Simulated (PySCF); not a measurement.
Several species in one continuum solvent.

All values: PBE0/pcSseg-1 (PySCF, non-relativistic), each on one gas-phase PBE0-D3(BJ)/def2-SVP geometry that isn't relaxed in the solvent. The solvent is an IEF-PCM continuum (van der Waals radii × 1.2). The model holds no explicit solvent molecules, cavitation or dispersion.

Problem. Order them by E(solvent) − E(gas) in acetone (ε = 20.49), most negative first (kcal/mol).
A. `[F:1][CH2:2][C@:3]12[CH:4]=[CH:5][C@H:6]([CH:7]=[CH:8]1)[CH:9]=[CH:10]2` with F1–C2–C3–C4 61°
B. `[BH3-:1][P@+:2]1([CH3:3])[C:4]([SiH3:5])=[C:6]1[O:7][CH3:8]` with C4–C6–O7–C8 -174°
C. `[CH2:1]=[CH:2][CH2:3][c:4]1[cH:5][cH:6][c:7]([F:8])[cH:9][cH:10]1` with C1–C2–C3–C4 121°, C2–C3–C4–C5 129°

Solution. B (-7.4), A (-5.1), C (-3.7).

| SMILES | charge | ΔE (kcal/mol) | polarisation term (kcal/mol) | HOMO shift (eV) | dipole gas (D) | dipole solvent (D) | atoms |
| --- | --- | --- | --- | --- | --- | --- | --- |
| [BH3-][P@+]1(C)C([SiH3])=C1OC | 0 | -7.4 | -8.8 | +0.09 | 4.75 | 6.09 | 20 |
| FCC12C=CC(C=C1)C=C2 | 0 | -5.1 | -5.7 | -0.03 | 1.74 | 2.18 | 19 |
| C=CCc1ccc(F)cc1 | 0 | -3.7 | -4.1 | -0.01 | 1.55 | 1.97 | 19 |

The polarisation term is half the interaction of the solute with the induced surface charges.
